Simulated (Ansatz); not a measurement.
Computed with Ansatz.

Basis-set series for `C[N]=[W]([F])([F])([F])[F]`. Charge 0, multiplicity 1. W takes the def2 core potential. All single points use the PBE0-D4/def2-TZVP geometry.

| functional | basis | functions | energy (Eh) | HOMO (eV) | LUMO (eV) |
| --- | --- | --- | --- | --- | --- |
| PBE0-D4 | def2-SVP | 131 | -560.48295 | -9.19 | -3.04 |
| PBE0-D4 | def2-TZVPP | 284 | -561.10917 | -9.17 | -2.93 |
| ωB97M-V | def2-SVP | 131 | -560.73351 | -11.45 | -0.74 |
| ωB97M-V | def2-TZVPP | 284 | -561.37565 | -11.44 | -0.63 |

Problem. Give the rows for def2-QZVPP. (Estimate.)

Solution. The calculation gave: 
```tsv
functional	basis	functions	energy (Eh)	HOMO (eV)	LUMO (eV)
PBE0-D4	def2-QZVPP	513	-561.13623	-9.18	-2.96
ωB97M-V	def2-QZVPP	513	-561.40118	-11.46	-0.66
```
